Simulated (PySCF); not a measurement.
**Electronic structure of O⁺ (oxygen, charge +1) at the BHandHLYP level**

Configuration: [He] 2s2 2p3, high-spin 4S determinant. All numbers are calculated (PySCF 2.14, no relativity, point nucleus, in aug-cc-pwCVQZ).

| Property | Result |
| --- | --- |
| Total energy | -74.5744 hartree |
| One-electron energy | -98.4836 hartree |
| Hartree (Coulomb) energy | 32.0136 hartree |
| Exchange-correlation energy | -8.1045 hartree |
| Kinetic energy | 74.42810 hartree |
| ⟨S²⟩ | 3.7531 |
| ⟨L²⟩ | 0.000 |
| Sum of ⟨r⟩ | 5.820 bohr |
| Sum of ⟨r²⟩ | 7.395 bohr² |
| Density at the nucleus (Gaussians lack the cusp) | 308 bohr⁻³ |
| Spin density at the nucleus | 0.154 bohr⁻³ |
| Langevin diamagnetic susceptibility | -5.86 ×10⁻⁶ cm³/mol |

```csv
shell,electrons,mean orbital energy (eV),"rms radius, mean of both spins (bohr)"
1s α,1,-558.59,0.231
1s β,1,-555.90,0.231
2s α,1,-48.955,1.20
2s β,1,-39.766,1.20
2p α,3,-31.392,1.21
```
